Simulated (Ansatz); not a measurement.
Q: Predict a relaxed structure of CoSi3 (the lowest doublet isomer of a short search), charge 0, doublet, at PBE-D4/def2-SVP (Ansatz).

A: 
```xyz
4

Co   -0.089    0.953   -0.657
Si   -1.614   -0.568   -0.688
Si    0.096   -1.029    0.710
Si    1.607    0.645    0.635
```
Point group C2v (tolerance 0.1 Å). The metal has 3 neighbours: Si 2.15 Å, Si 2.42 Å, Si 2.15 Å. This is one stationary point.

The charge 0 doublet is spin-contaminated (final ⟨S²⟩ up to 0.83, 0.75 for a pure state). The structure comes from a short search, and lower isomers may exist.
